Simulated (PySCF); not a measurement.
C₂H₅BrTe, SMILES CC[Te]Br. Atoms are numbered in the order given.

```xyz
9

Te    -0.4093    -0.1824     0.8719
Br     1.2444     0.9976    -0.6719
C     -0.9405    -1.7285    -0.5833
C     -1.6125    -1.1986    -1.8376
H     -1.5948    -2.3990    -0.0010
H     -0.0074    -2.2674    -0.7973
H     -0.9597    -0.4853    -2.3631
H     -2.5587    -0.6868    -1.6058
H     -1.8303    -2.0297    -2.5305
```
Charge 0, spin multiplicity 1.

The structure is a stationary point at B3LYP-D3(BJ)/def2-SVP. The def2 effective core potentials stand for the cores of Te; spin–orbit coupling is left out. One conformer was computed; it need not be the lowest.

The numbers are results of r2SCAN/def2-TZVP in PySCF, not measurements.

ESP charges are fitted to the potential on shells at 1.4 to 2.0 van der Waals radii. Atomic charges (e):

```csv
atom,Mulliken,Löwdin,ESP fit
Te1,0.20,0.32,0.01
Br2,-0.25,-0.11,-0.13
C3,-0.27,-0.49,-0.13
C4,-0.30,-0.35,-0.20
H5,0.12,0.13,0.15
H6,0.14,0.13,0.08
H7,0.13,0.12,0.08
H8,0.11,0.12,0.06
H9,0.11,0.12,0.08
```

Computed Mayer and Wiberg (Löwdin basis) orders of the bonds:
```json
[
 {"bond": "Te1–Br2", "Mayer": "1.03", "Wiberg": "1.51"},
 {"bond": "Te1–C3", "Mayer": "1.00", "Wiberg": "1.31"},
 {"bond": "C3–C4", "Mayer": "0.97", "Wiberg": "1.38"},
 {"bond": "C3–H5", "Mayer": "0.94", "Wiberg": "0.88"},
 {"bond": "C3–H6", "Mayer": "0.95", "Wiberg": "0.89"},
 {"bond": "C4–H7", "Mayer": "0.97", "Wiberg": "0.90"},
 {"bond": "C4–H8", "Mayer": "0.97", "Wiberg": "0.91"},
 {"bond": "C4–H9", "Mayer": "0.95", "Wiberg": "0.89"}
]
```
